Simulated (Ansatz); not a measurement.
A nudged elastic band was laid between two geometries of FGeH3 + H2Se (8 atoms, charge 0, multiplicity 1).

Theory: RKS B3LYP-D4/def2-SVP (Ansatz 0.2.0).

| Item | Value |
| --- | --- |
| movable images | 5 |
| climbing image | yes |
| spring | 5.0 eV/Å² |
| optimiser | quadratic models (default) |
| start path | through a guess of the saddle point |
| force threshold | 0.05 eV/Å |
| iteration limit | 60 |
| end points | relaxed |

Image 0:

```xyz
8
Properties=species:S:1:pos:R:3
Ge -0.738 -0.218 -1.326
F -0.319 -1.288 0.012
H -0.367 1.202 -0.872
H -2.248 -0.399 -1.554
H 0.097 -0.699 -2.524
H 0.440 -0.272 1.736
Se 0.887 0.877 2.546
H 2.248 0.798 1.982
```

Image 6:

```xyz
8
Properties=species:S:1:pos:R:3
Ge -0.387 0.516 -0.821
F -0.150 -2.233 0.768
H -0.340 1.868 -1.560
H -1.829 0.007 -0.707
H 0.551 -0.501 -1.482
H 0.106 -1.468 1.250
Se 0.311 0.857 1.456
H 1.738 0.955 1.094
```

**Question.** What changes between the two ends?

**Answer.** Bonds broken: Ge1–F2, H6–Se7. Bonds formed: Ge1–Se7, F2–H6. FGeH3 + H2Se becomes FH + GeH4Se.

**Question.** Give the energies along the band, and the barrier.

**Answer.** The forces met the threshold. The highest image is number 3 of 0 to 6, 1.31 eV above the first end and 1.34 eV above the last; the last end lies 0.02 eV below the first. A vibrational analysis at the climbing image gives 2 clearly imaginary modes (778i, 163i cm⁻¹): a point of higher order, so a lower path passes nearby. The orbitals stay closed-shell, which can raise the energy where a bond breaks towards radicals; this wasn't checked here.

```json
{"image": "0", "path coordinate (Å)": "0.00", "energy (eV)": "0.00", "Ge1–F2 (Å)": "1.76", "H6–Se7 (Å)": "1.48", "Ge1–Se7 (Å)": "4.34"}
{"image": "1", "path coordinate (Å)": "0.76", "energy (eV)": "0.02", "Ge1–F2 (Å)": "1.77", "H6–Se7 (Å)": "1.48", "Ge1–Se7 (Å)": "4.03"}
{"image": "2", "path coordinate (Å)": "1.51", "energy (eV)": "0.46", "Ge1–F2 (Å)": "1.79", "H6–Se7 (Å)": "1.49", "Ge1–Se7 (Å)": "3.46"}
{"image": "3", "path coordinate (Å)": "2.28", "energy (eV)": "1.31", "Ge1–F2 (Å)": "2.01", "H6–Se7 (Å)": "1.68", "Ge1–Se7 (Å)": "2.91"}
{"image": "4", "path coordinate (Å)": "2.83", "energy (eV)": "0.65", "Ge1–F2 (Å)": "2.37", "H6–Se7 (Å)": "1.97", "Ge1–Se7 (Å)": "2.62"}
{"image": "5", "path coordinate (Å)": "3.39", "energy (eV)": "0.08", "Ge1–F2 (Å)": "2.81", "H6–Se7 (Å)": "2.17", "Ge1–Se7 (Å)": "2.45"}
{"image": "6", "path coordinate (Å)": "3.95", "energy (eV)": "-0.02", "Ge1–F2 (Å)": "3.18", "H6–Se7 (Å)": "2.34", "Ge1–Se7 (Å)": "2.41"}
```

**Question.** What is the geometry of the highest image?

**Answer.** 
```xyz
8
Properties=species:S:1:pos:R:3
Ge -0.477 0.075 -0.853
F -0.259 -1.490 0.386
H -0.373 1.608 -1.047
H -1.957 -0.303 -1.024
H 0.519 -0.577 -1.826
H 0.147 -0.783 1.301
Se 0.510 0.782 1.791
H 1.889 0.687 1.272
```

Time of the run: 75 s on 2 threads of AMD EPYC 9R14 (Zen 4) (shared host), peak memory 0.28 GiB.
